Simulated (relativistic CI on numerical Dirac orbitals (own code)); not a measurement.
Spin-allowed bands of a d2 ion in an octahedral site, by hand

Problem. Take Δ = 26900 cm⁻¹ and B = 380 cm⁻¹ for a d2 ion in an octahedral site. Calculate the three spin-allowed bands.

Working.
1. The terms of highest spin are 3F (energy 0) and 3P (15B = 5700 cm⁻¹). Here the F term splits into A2 at +1.2Δ = 32280, T2 at +0.2Δ = 5380 and T1 at −0.6Δ = -16140 cm⁻¹.
2. The two T1 states mix through the element 0.4Δ: H = [[-16140, 10760], [10760, 5700]], with roots ½(H₁₁ + H₂₂) ∓ ½√[(H₂₂ − H₁₁)² + 4H₁₂²] = ½(-10440) ∓ ½(30661) = -20550 and 10110 cm⁻¹.
3. The ground term is 3T1 at -20550 cm⁻¹.
4. Bands: 3T2 25930 cm⁻¹ (386 nm), 3T1(P) 30661 cm⁻¹ (326 nm), 3A2 52830 cm⁻¹ (189 nm).

Check. Exact diagonalisation of the whole d2 shell with these parameters gives 3T2 25930, 3T1 30661, 3A2 52830 cm⁻¹. The match is exact, since without spin-orbit coupling no other term has this spin. The ratio of the second band to the first, 1.182, depends on Δ/B = 70.8 alone, which is how a Tanabe-Sugano diagram is read.
